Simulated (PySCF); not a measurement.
Be(Me)(Et) (C₃H₈Be), SMILES [CH3][Be][CH2]C.

Geometry optimised at PBE-D3(BJ)/def2-SVP. The structure was generated by enumeration; whether it is a known compound was not checked. Other conformers were not sampled.

Calculation: TDA-PBE/def2-SVPD (PySCF).

Vertical excitations. Isolated molecule, no solvent.

Computed UV-visible absorptions:
```
state  energy (eV)  λ (nm)      f                            main pairs
-----  -----------  ------  -----  ------------------------------------
S1            5.73     216  0.006                        HOMO→LUMO 98 %
S2            5.91     210  0.004                      HOMO→LUMO+1 98 %
S3            6.23     199  0.075                      HOMO→LUMO+2 98 %
S4            6.65     186  0.002                      HOMO→LUMO+3 99 %
S5            6.82     182  0.050                      HOMO−1→LUMO 94 %
S6            7.04     176  0.040  HOMO−1→LUMO+1 79 %, HOMO→LUMO+4 17 %
S7            7.13     174  0.058                    HOMO−1→LUMO+2 97 %
S8            7.21     172  0.022  HOMO→LUMO+4 79 %, HOMO−1→LUMO+1 14 %
S9            7.22     172  0.012                      HOMO→LUMO+5 96 %
S10           7.28     170  0.000                      HOMO−2→LUMO 97 %
T1            5.35     232      0                        HOMO→LUMO 98 %
T2            5.53     224      0                      HOMO→LUMO+1 97 %
T3            5.95     208      0                      HOMO→LUMO+2 99 %
T4            6.13     202      0                      HOMO−1→LUMO 95 %
```
Triplets are in the Tamm–Dancoff approximation.
